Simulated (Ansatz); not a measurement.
Reaction (hydrogenolysis of the Si–Si bond): `F[Si]1([SiH3])CS1` + H₂ → `F[SiH]1CS1` + SiH₄

Computed with Ansatz on PBE0-D4/def2-TZVP structures; ΔE is electronic, products minus reactants. CCSD(T)/CBS is the MP2 limit (def2-TZVPP, def2-QZVPP) plus CCSD(T) − MP2 in def2-TZVPP, frozen cores. This one scheme is used for every species.

```csv
species,CCSD(T)/CBS(def2) energy (Eh)
`F[Si]1([SiH3])CS1`,-1116.84905
H₂,-1.17544
`F[SiH]1CS1`,-826.56648
SiH₄,-291.46306
```

**Question.** Work out ΔE.

**Answer.** ΔE = (-826.56648) + (-291.46306) − (-1116.84905) − (-1.17544) = -0.00505 Eh = -13.3 kJ/mol.

**Question.** What do rigid-rotor, harmonic-oscillator terms from PBE0-D4/def2-TZVP frequencies (298.15 K, 1 bar) make of the CCSD(T)/CBS value? (An estimate is asked.)

**Answer.** Ansatz gave: ΔZPE = +10.7 kJ/mol, ΔH = -8.1 kJ/mol, ΔS = 11 J/(mol·K), ΔG = -11.3 kJ/mol.

Largest T1 diagnostic among the species: 0.013.

Leaving LDA and LC-ωPBE aside and taking each functional with its dispersion term where it has one, the values, not all of them listed here, spread over 26.2 kJ/mol, from B2PLYP to revPBE-D4. From PBE to PBE0 (25 % exact exchange), in def2-TZVPP and without D4, ΔE moves by −6.7 kJ/mol. In def2-TZVPP, CCSD(T) changes the Hartree–Fock value by +29.9 kJ/mol (the triples alone add +6.0 kJ/mol) and MP2 by +31.6 kJ/mol.
